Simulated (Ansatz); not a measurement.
The inner images of a band of H2N + H7N3Si (14 atoms, charge 0, multiplicity 2) are given out of order.

Computed with UKS B3LYP-D4/6-31G* in Ansatz.

First end point:

```xyz
14
Properties=species:S:1:pos:R:3
Si -0.346 0.183 -0.045
H -0.855 0.282 1.362
N 1.364 0.322 0.142
H 1.767 -0.118 0.966
H 1.972 0.250 -0.665
N -0.758 1.394 -1.202
H -1.710 1.457 -1.539
H -0.316 2.302 -1.146
N -1.155 -1.235 -0.638
H -1.270 -2.021 -0.009
H -0.959 -1.558 -1.579
N 1.097 -0.551 3.045
H 0.358 -1.118 3.489
H 0.819 0.413 3.285
```

Last end point:

```xyz
14
Properties=species:S:1:pos:R:3
Si -0.224 0.149 -0.203
H -0.339 0.188 2.580
N 1.492 -0.052 -0.451
H 2.073 -0.390 0.307
H 1.964 0.686 -0.963
N -0.730 1.506 -1.177
H -1.526 1.343 -1.785
H -0.787 2.425 -0.753
N -1.010 -1.272 -0.840
H -1.870 -1.603 -0.419
H -0.408 -2.049 -1.091
N 0.115 -0.089 3.455
H 0.188 -1.105 3.418
H 1.070 0.263 3.389
```

Question: Put them in order from the first end to the last, with their energies above the first end.
A.
```xyz
14
Properties=species:S:1:pos:R:3
Si -0.003 0.037 -0.002
H 0.082 -0.189 1.610
N 1.670 0.232 -0.411
H 2.356 -0.282 0.129
H 1.955 0.312 -1.381
N -0.774 1.399 -0.725
H -1.784 1.467 -0.717
H -0.330 2.307 -0.678
N -0.983 -1.308 -0.491
H -0.896 -2.177 0.021
H -1.161 -1.480 -1.474
N 0.180 -0.446 3.049
H -0.832 -0.366 3.237
H 0.525 0.494 3.298
```
B.
```xyz
14
Properties=species:S:1:pos:R:3
Si -0.257 0.211 -0.011
H -0.662 0.376 1.421
N 1.465 0.372 0.017
H 1.943 -0.124 0.763
H 1.978 0.308 -0.855
N -0.782 1.385 -1.164
H -1.766 1.432 -1.396
H -0.360 2.305 -1.149
N -1.085 -1.238 -0.489
H -1.081 -2.021 0.155
H -0.975 -1.567 -1.443
N 0.806 -0.705 2.962
H -0.094 -1.005 3.368
H 0.876 0.273 3.288
```
C.
```xyz
14
Properties=species:S:1:pos:R:3
Si -0.064 0.111 -0.064
H -0.118 0.092 1.427
N 1.630 0.275 -0.390
H 2.278 -0.221 0.212
H 1.962 0.287 -1.347
N -0.792 1.411 -0.932
H -1.802 1.480 -0.954
H -0.356 2.324 -0.899
N -1.006 -1.276 -0.505
H -0.921 -2.108 0.066
H -1.120 -1.519 -1.483
N 0.341 -0.640 3.361
H -0.683 -0.550 3.471
H 0.655 0.334 3.502
```
D.
```xyz
14
Properties=species:S:1:pos:R:3
Si -0.160 0.181 -0.042
H -0.395 0.301 1.428
N 1.558 0.336 -0.202
H 2.134 -0.150 0.476
H 1.974 0.293 -1.126
N -0.797 1.399 -1.087
H -1.800 1.455 -1.210
H -0.374 2.319 -1.071
N -1.039 -1.249 -0.476
H -0.977 -2.050 0.142
H -1.045 -1.547 -1.445
N 0.563 -0.735 3.186
H -0.430 -0.794 3.462
H 0.794 0.241 3.432
```
E.
```xyz
14
Properties=species:S:1:pos:R:3
Si 0.015 0.021 -0.137
H -0.037 -0.040 2.114
N 1.697 0.221 -0.525
H 2.384 -0.275 0.029
H 2.008 0.333 -1.485
N -0.764 1.377 -0.878
H -1.772 1.439 -0.789
H -0.334 2.285 -0.751
N -0.956 -1.342 -0.607
H -0.877 -2.203 -0.081
H -1.180 -1.520 -1.581
N -0.209 0.152 3.115
H -0.674 -0.671 3.489
H 0.706 0.222 3.554
```
F.
```xyz
14
Properties=species:S:1:pos:R:3
Si -0.062 0.130 -0.230
H -0.228 0.267 2.524
N 1.586 -0.043 -0.777
H 2.284 -0.434 -0.155
H 1.970 0.732 -1.307
N -0.731 1.500 -1.083
H -1.634 1.347 -1.522
H -0.702 2.413 -0.643
N -0.931 -1.292 -0.742
H -1.673 -1.668 -0.165
H -0.381 -2.035 -1.158
N -0.082 0.013 3.506
H -0.338 -0.972 3.572
H 0.928 0.042 3.647
```
G.
```xyz
14
Properties=species:S:1:pos:R:3
Si -0.016 0.037 -0.215
H -0.201 0.211 2.411
N 1.628 -0.015 -0.796
H 2.359 -0.398 -0.208
H 1.977 0.745 -1.369
N -0.719 1.417 -1.012
H -1.731 1.410 -1.084
H -0.390 2.346 -0.775
N -0.998 -1.327 -0.682
H -1.202 -2.028 0.020
H -0.769 -1.777 -1.565
N -0.174 0.122 3.432
H -0.573 -0.795 3.637
H 0.815 0.051 3.673
```

Answer: B (+0.4 kcal/mol), D (+1.7 kcal/mol), C (+2.9 kcal/mol), A (+6.3 kcal/mol), E (-5.9 kcal/mol), G (-9.1 kcal/mol), F (-10.5 kcal/mol).

Time of the run: 5.3 min on 4 threads of Arm Neoverse V2, on a shared host, peak memory 0.32 GiB.
